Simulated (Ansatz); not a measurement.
Consider the isomerisation: `C[SiH]1[SiH2][Se]1` → `[SiH3][SiH]1C[Se]1`.

Gas-phase electronic energies from Ansatz, PBE0-D4/def2-TZVP geometries. CCSD(T)/CBS adds triple-zeta CCSD(T) − MP2 to the extrapolated MP2 energy (def2 sets, frozen cores). Functionals use def2-TZVPP. B3LYP here is the variant with VWN-RPA as its local correlation; programs differ in this. For Se outer-core shells are correlated without core-valence functions, which leaves a few kJ/mol of doubt a bond. Scalar relativity is left out up to krypton.

`C[SiH]1[SiH2][Se]1`:

Z-matrix (Å, degrees):
```
C
Si 1 1.864
H 1 1.091 2 110.4
H 1 1.093 2 110.3 3 -120.4
H 1 1.093 2 110.3 3 120.0
Si 2 2.257 1 123.5 3 24.1
Se 2 2.297 1 116.6 3 -46.8
H 2 1.484 1 112.4 3 179.5
H 6 1.483 2 121.6 1 -1.7
H 6 1.483 2 122.9 1 153.6
```

`[SiH3][SiH]1C[Se]1`:

Z-matrix (Å, degrees):
```
Si
Si 1 2.326
H 1 1.486 2 109.9
H 1 1.485 2 107.5 3 119.5
H 1 1.489 2 111.2 3 -120.5
C 2 1.848 1 118.4 3 -142.3
Se 2 2.239 1 116.0 3 -76.4
H 2 1.484 1 117.7 3 69.2
H 6 1.085 2 119.3 1 -150.3
H 6 1.085 2 120.1 1 -0.7
```

```json
{"level": "B3LYP-D4", "ΔE (kJ/mol)": "113.2"}
{"level": "B3LYP", "ΔE (kJ/mol)": "112.6"}
{"level": "HF/def2-TZVPP", "ΔE (kJ/mol)": "115.8"}
{"level": "SCS-MP2/def2-TZVPP", "ΔE (kJ/mol)": "111.2"}
{"level": "CCSD/def2-TZVPP", "ΔE (kJ/mol)": "112.9"}
{"level": "MP2/def2-QZVPP", "ΔE (kJ/mol)": "119.8"}
{"level": "HF/CBS(def2)", "ΔE (kJ/mol)": "115.3"}
{"level": "MP2/CBS(def2)", "ΔE (kJ/mol)": "122.2"}
```

Question: What does CCSD(T)/CBS give? (An estimate is asked.)

Answer: The calculation gave: +117.4 kJ/mol. The listed levels differ from it by -4.2, -4.8, -1.6, -6.2, -4.5, 2.4, -2.1, 4.8 kJ/mol.

Largest T1 diagnostic among the species: 0.012.

From PBE to PBE0 (25 % exact exchange), in def2-TZVPP and without D4, ΔE moves by +5.1 kJ/mol.
